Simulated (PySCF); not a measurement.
Point-charge models of `[SiH3]/N=C\C1=CC1` against its computed dipole.

Coordinates (GFN2-xTB, Å) and charges (e) from the PBE0/pcSseg-1 density (PySCF):

| atom | x | y | z | Mulliken | IAO | Hirshfeld | ESP-fitted |
| --- | --- | --- | --- | --- | --- | --- | --- |
| Si1 | 2.079 | 0.437 | 0.720 | +0.6139 | +0.7434 | +0.3379 | +0.6296 |
| N2 | 1.232 | 0.949 | -0.681 | -0.5617 | -0.5246 | -0.2306 | -0.6139 |
| C3 | 0.085 | 0.769 | -1.168 | +0.2111 | +0.0434 | +0.0556 | +0.3435 |
| C4 | -0.970 | -0.019 | -0.624 | -0.0784 | -0.0349 | -0.0061 | +0.0668 |
| C5 | -2.207 | -0.452 | -0.664 | -0.1408 | -0.1290 | -0.0222 | -0.4037 |
| C6 | -1.383 | -0.955 | 0.479 | -0.1554 | -0.2771 | -0.0927 | +0.0441 |
| H7 | 1.429 | -0.476 | 1.667 | -0.1259 | -0.1576 | -0.0860 | -0.1697 |
| H8 | 2.380 | 1.705 | 1.383 | -0.1003 | -0.1242 | -0.0761 | -0.1152 |
| H9 | 3.266 | -0.200 | 0.153 | -0.1009 | -0.1249 | -0.0766 | -0.1167 |
| H10 | -0.155 | 1.266 | -2.114 | +0.1001 | +0.1446 | +0.0484 | +0.0190 |
| H11 | -3.170 | -0.477 | -1.113 | +0.0757 | +0.1799 | +0.0796 | +0.2482 |
| H12 | -1.562 | -0.568 | 1.476 | +0.1313 | +0.1302 | +0.0343 | +0.0353 |
| H13 | -1.029 | -1.979 | 0.469 | +0.1313 | +0.1309 | +0.0346 | +0.0327 |

Problem. Form Σ q r in debye for every column and set it beside the full dipole.

Solution. The full density gives (-2.11, -0.84, 0.00) D, 2.27 D in size; dipole vectors point from the negative to the positive end.

```csv
scheme,μx,μy,μz,size (D),share of the full size (%),angle to the full dipole (°)
Mulliken,-0.67,-1.07,1.16,1.72,75,54
IAO,-1.23,-0.78,0.53,1.55,68,23
Hirshfeld,-1.43,-0.32,-0.36,1.51,66,16
ESP-fitted,-2.06,-0.84,0.04,2.23,98,1
```

Problem. Which set comes closest?

Solution. Length of the difference vector: ESP-fitted 0.07 D, Hirshfeld 0.93 D, IAO 1.04 D, Mulliken 1.87 D. Closest: ESP-fitted. ESP charges are fitted to the potential around the molecule, whose slowest-falling term is the dipole's. 

Problem. What is left for the Hirshfeld atoms' own dipoles?

Solution. The Hirshfeld atoms' densities add up to the full density, so μ = Σ q r + Σ (atomic dipoles). The atomic dipoles sum to (-2.11, -0.84, 0.00) − (-1.43, -0.32, -0.36) = (-0.68, -0.52, 0.36) D, 0.93 D in size.

Problem. With the origin at the mean of the coordinates, (0.000, 0.000, -0.001) Å, which are the largest single terms, by size, of the ESP-fitted dipole along the direction of the full one?

Solution. Si1 -6.34, N2 +4.40, C5 -4.30, H11 +3.73, H9 +1.66 D; all 13 atoms together +2.23 D. The single terms depend on the origin, their sum doesn't.

Problem. Give the size of the full dipole in other units.

Solution. 2.27 D = 0.894 au = 0.473 e·Å = 7.58 × 10⁻³⁰ C·m.

Isolated species at its GFN2-xTB geometry (one conformer only).

Conformer computed: `[SiH3:1]/[N:2]=[CH:3]\[C:4]1=[CH:5][CH2:6]1`: N2–C3–C4–C5 175°.
